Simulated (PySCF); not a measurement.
**Electron correlation in Pb²⁺ (lead, charge +2)**

[Xe] 4f14 5d10 6s2, closed-shell 1S. Computed with PySCF 2.14 in def2-QZVPPD with the def2 core potential (60 electrons), with scalar relativity through the core potential. Frozen: nothing; 20 electrons correlated.

MP2 pair energies summed by pair of shells (mhartree):

```json
{"pair": "5d-5d", "energy": "-281.27", "share (%)": "49.9"}
{"pair": "5d-6s", "energy": "-114.01", "share (%)": "20.2"}
{"pair": "5p-5d", "energy": "-76.94", "share (%)": "13.7"}
{"pair": "5p-5p", "energy": "-30.00", "share (%)": "5.3"}
{"pair": "6s-6s", "energy": "-21.86", "share (%)": "3.9"}
{"pair": "5s-5d", "energy": "-16.00", "share (%)": "2.8"}
{"pair": "5p-6s", "energy": "-9.94", "share (%)": "1.8"}
{"pair": "5s-5p", "energy": "-9.81", "share (%)": "1.7"}
{"pair": "5s-5s", "energy": "-2.66", "share (%)": "0.5"}
{"pair": "5s-6s", "energy": "-0.92", "share (%)": "0.2"}
```

Total MP2 correlation energy: -563.42 mhartree.

Same-spin part -193.25 and opposite-spin part -370.17 mhartree; SCS-MP2 scales them by 1/3 and 6/5 to -508.62 mhartree.

The basis has no tight functions for the innermost shells, so their pair energies are far from complete.

This basis was not built for core-valence correlation, so the inner-shell part is incomplete.
